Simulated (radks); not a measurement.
Results of a calculation; reference values are marked as such.
Question: Ionisation ladder of europium, from Eu XXIII to Eu XLIV. Each ion is in the ground configuration listed by NIST, and IE = E(next ion) - E(this ion). Code: a radial shooting solver on a logarithmic mesh with Libxc functionals. Model: scalar-relativistic Kohn-Sham, PBEsol, spin-polarised, spherical densities, finite nucleus; open shells are filled with parallel spins first (spin-orbit coupling, left out, can overturn this in heavy ions); Fermi nuclear charge, rms radius 5.1115 fm.

| species | configuration | IE, Delta-SCF (eV) | <r> HOMO (bohr) |
|---|---|---|---|
| Eu XXIII | [Kr] 4d5 | 716.17 | 0.567 |
| Eu XXIV | [Kr] 4d4 | 755.58 | 0.561 |
| Eu XXV | [Kr] 4d3 | 795.47 | 0.555 |
| Eu XXVI | [Kr] 4d2 | 835.82 | 0.549 |
| Eu XXVII | [Kr] 4d1 | ? | 0.543 |
| Eu XXVIII | [Kr] | 1050.4 | 0.531 |
| Eu XXIX | [Ar] 3d10 4s2 4p5 | ? | 0.527 |
| Eu XXX | [Ar] 3d10 4s2 4p4 | 1132.5 | 0.523 |
| Eu XXXI | [Ar] 3d10 4s2 4p3 | 1185.8 | 0.519 |
| Eu XXXII | [Ar] 3d10 4s2 4p2 | 1228.5 | 0.515 |
| Eu XXXIII | [Ar] 3d10 4s2 4p1 | ? | 0.512 |
| Eu XXXIV | [Ar] 3d10 4s2 | 1413.2 | 0.497 |
| Eu XXXV | [Ar] 3d10 4s1 | 1461.5 | 0.494 |
| Eu XXXVI | [Ar] 3d10 | 2506.2 | 0.219 |
| Eu XXXVII | [Ar] 3d9 | 2607.0 | 0.217 |
| Eu XXXVIII | [Ar] 3d8 | 2708.9 | 0.215 |
| Eu XXXIX | [Ar] 3d7 | ? | 0.213 |
| Eu XL | [Ar] 3d6 | 2915.4 | 0.211 |
| Eu XLI | [Ar] 3d5 | 3050.2 | 0.208 |
| Eu XLII | [Ar] 3d4 | 3159.0 | 0.206 |
| Eu XLIII | [Ar] 3d3 | 3268.9 | 0.204 |
| Eu XLIV | [Ar] 3d2 | 3379.7 | 0.203 |

Estimate the withheld Delta-SCF values.

Answer: Eu XXVII: 876.56 eV (NIST 879); Eu XXIX: 1091.7 eV (NIST 1078); Eu XXXIII: 1270.6 eV (NIST 1296); Eu XXXIX: 2811.7 eV (NIST 2807).
